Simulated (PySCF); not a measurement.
This script is equivalent to a calculation on C (carbon, neutral).

```python
from pyscf import gto, scf, dft, mp, cc
import basis_set_exchange as bse
mol = gto.M(atom="C 0 0 0", charge=0, spin=2, symmetry="D2h",
            basis=gto.basis.parse(bse.get_basis("cc-pVDZ-DK", elements=["C"], fmt="nwchem", header=False)),
            nucmod="G")
mf = scf.UHF(mol).sfx2c1e()
mf.irrep_nelec = {'Ag': (2, 2), 'B1u': (1, 0), 'B2u': (1, 0)}
mf.kernel()
```

**Question.** What total energy does it give?

**Answer.** -37.70147 hartree (calculated).

**Question.** Which occupied shell lies highest, and where?

**Answer.** 2p α, at -11.812 eV.

**Question.** What is ⟨S²⟩, and what would a pure spin state give?

**Answer.** 2.006, against 2.00.
